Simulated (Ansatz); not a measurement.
A nudged elastic band was laid between two geometries of CH$_{3}$AlF$_{2}$O (8 atoms, charge 0, multiplicity 1).

All numbers below come from RKS BLYP/def2-SVP (Ansatz 0.2.0).

```
movable images  : 5
climbing image  : yes
spring          : 5.0 eV/Å²
optimiser       : quadratic models (default)
start path      : through a guess of the saddle point
force threshold : 0.05 eV/Å
iteration limit : 60
end points      : relaxed
```

Initial state:

```xyz
8
Properties=species:S:1:pos:R:3
C -0.250 0.915 0.896
O -0.450 -0.307 0.211
Al 0.248 -1.173 -1.061
F -0.416 -2.639 -1.487
F 1.575 -0.628 -1.912
H 0.619 1.495 0.510
H -0.079 0.723 1.979
H -1.155 1.556 0.809
```

Final state:

```xyz
8
Properties=species:S:1:pos:R:3
C -0.143 0.884 0.950
O -0.055 -0.423 0.412
Al 0.187 -1.156 -1.091
F 0.198 -2.818 -1.175
F 0.418 -0.289 -2.497
H 0.602 1.012 1.765
H -1.152 1.052 1.389
H 0.037 1.681 0.192
```

(1) What changes between the two ends?

(2) Give the energies along the band, and the barrier.

(3) What is the geometry of the highest image?

## Answers

(1) No bond is made or broken. The dihedral H8–C1–O2–Al3 goes from 120 to -3°. The two ends are copies of one structure, up to a mirror image or an exchange of like atoms.

(2) The forces met the threshold. The highest image is number 3 of 0 to 6, 0.010 eV above the ends, which have the same energy within 2 meV. A vibrational analysis at the climbing image gives one clearly imaginary mode, 68i cm⁻¹: a first-order saddle point.

| image | path coordinate (Å) | energy (eV) | dihedral H8–C1–O2–Al3 (°) |
| --- | --- | --- | --- |
| 0 | 0.00 | 0.000 | 120 |
| 1 | 0.47 | 0.003 | 98 |
| 2 | 0.94 | 0.008 | 84 |
| 3 | 1.41 | 0.010 | 61 |
| 4 | 1.93 | 0.008 | 41 |
| 5 | 2.45 | 0.002 | 19 |
| 6 | 2.97 | 0.000 | -3 |

(3) 
```xyz
8
Properties=species:S:1:pos:R:3
C -0.187 0.872 0.966
O -0.244 -0.386 0.321
Al 0.209 -1.131 -1.125
F -0.192 -2.731 -1.349
F 1.038 -0.355 -2.346
H 0.860 1.217 1.119
H -0.668 0.796 1.965
H -0.723 1.661 0.392
```

Time of the run: 8 min on 1 thread of Arm Neoverse V2, on a shared host, peak memory 0.13 GiB.
